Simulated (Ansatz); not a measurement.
Isolated molecules relaxed with PBE0-D4/def2-TZVP in Ansatz; ΔE leaves out vibrations. CBS: MP2 limit from def2 TZ/QZ plus the TZ coupled-cluster correction, frozen cores. For Ge outer-core shells are correlated without core-valence functions, which leaves a few kJ/mol of doubt a bond. Scalar relativity is left out up to krypton. Each species was taken in one conformer, which may not be the lowest.

Reaction (redistribution): `CO[SiH2]N[SiH2]Cl` + `O[SiH](F)[O][GeH3]` → `CO[SiH2]O[SiH](O)F` + `Cl[SiH2][NH][GeH3]`

| species | CCSD(T)/CBS(def2) energy (Eh) |
| --- | --- |
| `CO[SiH2]N[SiH2]Cl` | -1210.82393 |
| `O[SiH](F)[O][GeH3]` | -2618.53177 |
| `CO[SiH2]O[SiH](O)F` | -946.00388 |
| `Cl[SiH2][NH][GeH3]` | -2883.36260 |

(1) Work out ΔE.

Largest T1 diagnostic among the species: 0.012.

Answers

(1) ΔE = (-946.00388) + (-2883.36260) − (-1210.82393) − (-2618.53177) = -0.01078 Eh = -28.3 kJ/mol.
